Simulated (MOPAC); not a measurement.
MOPAC input (AM1):

```
AM1 1SCF GEO-OK AUX(PRECISION=9) THREADS=1
Cl2Se

Se   -0.00483803 1   -0.00060100 1    0.68657595 1
Cl    1.11237023 1    1.27416554 1   -0.67765679 1
Cl   -1.10269418 1   -1.27296353 1   -0.69549512 1
```

From the last part of the output:

```
                                                       MOPAC v23.2.5 Linux

          FINAL HEAT OF FORMATION =        -37.33560 KCAL/MOL =    -156.21214 KJ/MOL

          COSMO AREA              =        108.76 SQUARE ANGSTROMS
          COSMO VOLUME            =         95.36 CUBIC ANGSTROMS

          IONIZATION POTENTIAL    =          8.012628 EV
          HOMO LUMO ENERGIES (EV) =         -8.013 -2.008
          NO. OF FILLED LEVELS    =         10
          MOLECULAR WEIGHT        =        149.8660         POINT GROUP:  C2v

          MOLECULAR DIMENSIONS (Angstroms)

            Atom       Atom       Distance
           Cl     3   Cl     2     3.37560
           Cl     2   Se     1     1.37319
           Cl     2   Se     1     0.00000

          SCF CALCULATIONS        =          1

   ATOM   CHEMICAL          X               Y               Z
  NUMBER   SYMBOL      (ANGSTROMS)     (ANGSTROMS)     (ANGSTROMS)

     1      Se         -0.00483803  *  -0.00060100  *   0.68657595  *
     2      Cl          1.11237023  *   1.27416554  *  -0.67765679  *
     3      Cl         -1.10269418  *  -1.27296353  *  -0.69549512  *

                             CARTESIAN COORDINATES

   1   Se       -0.004838030    -0.000601000     0.686575950
   2   Cl        1.112370230     1.274165540    -0.677656790
   3   Cl       -1.102694180    -1.272963530    -0.695495120

           Empirical Formula: Se Cl2  =     3 atoms

      MOLECULAR POINT GROUP   :   C2v

                  EIGENVALUES
 -36.52588 -36.51561 -20.23195 -15.00463 -13.46971 -12.97930 -12.37632 -12.07817
 -11.86710  -8.01263  -2.00802  -1.37301

              NET ATOMIC CHARGES AND DIPOLE CONTRIBUTIONS

  ATOM NO.   TYPE          CHARGE      No. of ELECS.   s-Pop       p-Pop
    1         Se           0.507765        5.4922     1.97671     3.51552
    2         Cl          -0.253883        7.2539     1.99338     5.26050
    3         Cl          -0.253883        7.2539     1.99338     5.26050
 DIPOLE           X         Y         Z       TOTAL
 POINT-CHG.    -0.024    -0.003     3.349     3.349
 HYBRID         0.005     0.001    -0.647     0.647
 SUM           -0.019    -0.002     2.702     2.702

          ATOMIC ORBITAL ELECTRON POPULATIONS

     Atom    s        px        py        pz
    1 Se   1.97671   1.46595   1.29390   0.75567
    2 Cl   1.99338   1.79665   1.73467   1.72917
    3 Cl   1.99338   1.80266   1.73553   1.72232

 **********************
 *                    *
 * JOB ENDED NORMALLY *
 *                    *
 **********************

 == MOPAC DONE ==
```

The geometry given is a B3LYP-D3(BJ)/def2-TZVP minimum.
